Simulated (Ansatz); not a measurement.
Basis sets compared for the cluster PbI2. The state is a singlet with charge 0. Geometry PBE0-D4/def2-SVP. Ansatz on 4 threads of Arm Neoverse V1 on a shared host; times are rough, and most runs start from earlier orbitals.

```xyz
3

Pb    0.2251    0.7595    0.8984
I    -1.5399   -1.4464    0.8100
I     1.3148    0.6869   -1.7085
```

In the def2 sets I, Pb take a core potential; there is no spin–orbit coupling. The structure comes from a short search, and lower isomers may exist.

Binding counts from free atoms (Pb triplet, I doublet) in the same basis, without a counterpoise term.

```tsv
level	functions	energy (Eh)	HOMO (eV)	LUMO (eV)	binding per atom (eV)	wall time
PBE-D4/def2-SVP	78	-788.4056	-6.09	-3.85	2.13	0.65 s
PBE-D4/def2-TZVP	150	-788.4331	-6.17	-3.88	2.15	1.3 s
r2SCAN-D4/def2-TZVP	150	-788.7426	-6.45	-3.82	2.05	3.2 s
PBE0-D4/def2-SVP	78	-788.4239	-7.18	-3.32	2.02	1.2 s
PBE0-D4/def2-TZVP (with forces)	150	-788.4490	-7.24	-3.31	2.05	3 s
```

Question: Estimate the rows for PBE-D4/def2-TZVPD, r2SCAN-D4/def2-TZVPD, PBE0-D4/def2-TZVPD.

Answer: 
| level | functions | energy (Eh) | HOMO (eV) | LUMO (eV) | binding per atom (eV) | wall time |
| --- | --- | --- | --- | --- | --- | --- |
| PBE-D4/def2-TZVPD | 174 | -788.4336 | -6.20 | -3.90 | 2.15 | 1.9 s |
| r2SCAN-D4/def2-TZVPD | 174 | -788.7431 | -6.46 | -3.83 | 2.05 | 4 s |
| PBE0-D4/def2-TZVPD | 174 | -788.4496 | -7.25 | -3.33 | 2.05 | 3 s |
